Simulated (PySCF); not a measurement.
# Spin states of SbH

Unrestricted PBE0; Sb def2-SVP with ECP28, H def2-SVP; scalar-relativistic core potentials (PySCF 2.14). Outer shells of the fragments: Sb 4d10 5s2 5p3; H 1s1.

Followed along the bond (rough minima from three points):

| 2Ms+1 | unpaired | ⟨S²⟩ at the start | R at minimum (Å) | Te (eV) |
| --- | --- | --- | --- | --- |
| 3 | π ↑↑ | 2.01 | 1.73 | 0.00 |
| 1 | π ↑↓ | 1.01 | 1.73 | 0.35 |
| 1 | none | 0.00 | 1.72 | 1.34 |
| 5 | σ ↑↑, π ↑↑ | 6.00 | none in the scan | ≤ 5.09 |

Solutions found at the starting distance of 1.685 Å, counted from the lowest of them; the search is not exhaustive and high or unbound solutions are not listed, so other states can lie among these:

```json
{"2Ms+1": "3", "unpaired": "π ↑↑", "term": "³Σ⁻", "E (eV)": "0.00", "⟨S²⟩": "2.01", "⟨Lz²⟩": "0.00", "μ (D)": "-0.03"}
{"2Ms+1": "1", "unpaired": "π ↑↓", "term": "mixed", "E (eV)": "0.35", "⟨S²⟩": "1.01", "⟨Lz²⟩": "2.01", "μ (D)": "-0.03"}
{"2Ms+1": "1", "unpaired": "none", "term": "mixed", "E (eV)": "1.34", "⟨S²⟩": "0.00", "⟨Lz²⟩": "2.00", "μ (D)": "-0.01"}
{"2Ms+1": "3", "unpaired": "σ ↑, π ↑", "term": "³Π", "E (eV)": "3.65", "⟨S²⟩": "2.01", "⟨Lz²⟩": "1.00", "μ (D)": "0.69"}
{"2Ms+1": "1", "unpaired": "σ ↓, π ↑", "term": "mixed", "E (eV)": "3.94", "⟨S²⟩": "1.02", "⟨Lz²⟩": "1.00", "μ (D)": "0.81"}
{"2Ms+1": "3", "unpaired": "σ ↑, π ↑", "term": "³Π", "E (eV)": "5.24", "⟨S²⟩": "2.00", "⟨Lz²⟩": "1.00", "μ (D)": "-0.51"}
{"2Ms+1": "5", "unpaired": "σ ↑↑, π ↑↑", "term": "⁵Σ⁻", "E (eV)": "5.84", "⟨S²⟩": "6.00", "⟨Lz²⟩": "0.00", "μ (D)": "0.36"}
```

A term symbol is given only where ⟨S²⟩ and ⟨Lz²⟩ are close to those of a pure state; real π, δ and φ orbitals otherwise mix terms. A positive dipole means Sb(−)H(+).

Spin–orbit coupling is left out. Counting both spins, an empty level lies below a filled one in some of these solutions, because spin and occupation are held.
